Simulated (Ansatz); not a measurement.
NiH2(PH3)2 (NiP2H8). Total charge 0; triplet. Geometry PBE-D4/def2-SVP; atoms count from 1.

```xyz
11

Ni   -0.5028   -0.2077   -0.9685
H    -0.7658    1.3040   -0.6980
H    -0.0671   -0.4061   -2.4368
P     1.5748    0.1699   -0.5138
H     2.6292   -0.8086   -0.6316
H     2.0347    0.7168    0.7419
H     2.1859    1.1512   -1.3576
P    -1.5127   -0.4850    0.9695
H    -2.8712   -0.0372    1.0890
H    -0.9978    0.2942    2.0595
H    -1.7071   -1.6914    1.7464
```

At PBE0-D4/def2-TZVP a singlet of charge 0 lies 1.51 eV below the triplet, each at its own geometry.

Problem. Estimate the Mulliken populations from the PBE0/def2-TZVP orbitals of Ansatz.

Solution. 
```json
{"atom": "Ni1", "charge (e)": "-0.10", "spin (α − β)": "1.33", "d electrons": "8.63"}
{"atom": "H2", "charge (e)": "-0.17", "spin (α − β)": "0.27", "d electrons": "–"}
{"atom": "H3", "charge (e)": "-0.13", "spin (α − β)": "0.12", "d electrons": "–"}
{"atom": "P4", "charge (e)": "-0.08", "spin (α − β)": "0.14", "d electrons": "–"}
{"atom": "H5", "charge (e)": "0.09", "spin (α − β)": "0.02", "d electrons": "–"}
{"atom": "H6", "charge (e)": "0.07", "spin (α − β)": "0.02", "d electrons": "–"}
{"atom": "H7", "charge (e)": "0.12", "spin (α − β)": "-0.01", "d electrons": "–"}
{"atom": "P8", "charge (e)": "-0.10", "spin (α − β)": "0.07", "d electrons": "–"}
{"atom": "H9", "charge (e)": "0.11", "spin (α − β)": "0.00", "d electrons": "–"}
{"atom": "H10", "charge (e)": "0.11", "spin (α − β)": "0.00", "d electrons": "–"}
{"atom": "H11", "charge (e)": "0.08", "spin (α − β)": "0.04", "d electrons": "–"}
```
Mulliken values and Mayer orders depend strongly on the basis.

Problem. Where does the spin sit?

Solution. Summed by element: Ni 1.33, H 0.46, P 0.21, of 2 unpaired in all. Largest on single atoms: Ni1 1.33, H2 0.27, P4 0.14.

Problem. And the Mayer bond orders between bonded heavy atoms (over 0.3)?

Solution. Ni1–P4 0.76 (2.16 Å); Ni1–P8 0.73 (2.20 Å).
